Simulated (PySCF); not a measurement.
Species: C3H5F3O2Si.
SMILES with atom numbers: `[F:1][C:2]([F:3])([F:4])[O:5][C@H:6]1[O:7][CH2:8][SiH2:9]1` (hydrogens: H10 on C6; H11, H12 on C8; H13, H14 on Si9)

Cartesian coordinates in Å at the GFN2-xTB level; atoms count from 1:
```xyz
14
C3H5F3O2Si angstrom
F      2.6007   -1.9372   -0.4824
C      1.9910   -0.7482   -0.4640
F      1.8224   -0.3966   -1.7455
F      2.8784    0.1263    0.0409
O      0.8775   -0.8448    0.2333
C      0.2041    0.4027    0.5669
O     -0.2277    1.0768   -0.5713
C     -1.6001    0.6455   -0.7041
Si    -1.5920   -0.0841    1.0796
H      0.8999    1.0188    1.1403
H     -1.6907   -0.0711   -1.5248
H     -2.2233    1.5121   -0.9294
H     -2.1488    0.8137    2.0875
H     -1.7919   -1.5144    1.2507
```

Computed with PySCF, TDDFT CAM-B3LYP/def2-SVPD, vertical, gas phase, core orbitals frozen in the response.

List the vertical singlet excitations with oscillator strengths and describe the spectrum.

```csv
state,E (eV),E (hartree),f,|μ| (D),"main configurations (H = HOMO, L = LUMO)"
S1,6.64,0.2439,0.0079,0.56,H→L (89%)
S2,7.26,0.2668,0.027,0.99,"H-1→L (77%), H-2→L (10%)"
S3,7.49,0.2753,0.064,1.50,"H-2→L (71%), H→L+2 (10%)"
S4,7.60,0.2793,0.017,0.76,"H→L+2 (44%), H→L+1 (33%)"
S5,7.96,0.2925,0.022,0.85,"H-1→L+2 (59%), H-1→L+1 (29%)"
S6,8.13,0.2988,0.018,0.76,"H→L+1 (55%), H→L+2 (24%)"
S7,8.26,0.3037,0.038,1.10,"H-2→L+2 (43%), H-2→L+1 (36%)"
S8,8.42,0.3096,0.0064,0.45,"H-4→L (33%), H→L+3 (13%), H→L+4 (11%)"
```

Triplets (Tamm–Dancoff): T1 6.29 eV, H→L (75%), H-2→L (16%); T2 6.38 eV, H-1→L (62%), H-2→L (24%); T3 7.11 eV, H-2→L (38%), H-1→L (20%), H→L+2 (16%).

The lowest singlet comes at 187 nm (640 kJ/mol) in the vacuum ultraviolet; it is weak; its leading configuration is HOMO→LUMO (89%). The most intense listed level is S3 at 7.49 eV (166 nm, f = 0.064), 0.85 eV above S1. Löwdin shares by element: HOMO oxygen 51% or more, carbon 20% or more, silicon 9% (atoms not listed hold the other 20%); LUMO silicon 42%, hydrogen 23% or more, carbon 10% or more (atoms not listed hold the other 24%). The oscillator strengths of these states sum to 0.200; summed over the whole spectrum of an exact calculation they would give the number of electrons, 80 (Thomas–Reiche–Kuhn). The listed states span 1.79 eV, and the widest gap between neighbours is 0.62 eV (S1 to S2). Weighted by f, the mean energy of these states is 7.72 eV. No computed singlet lies in the visible range (380 to 750 nm); the lowest, at 187 nm, stands 3.38 eV above its violet end (3.26 eV). Only the lowest 8 singlets were computed, as vertical energies without vibronic structure.

One conformer stands for the species.
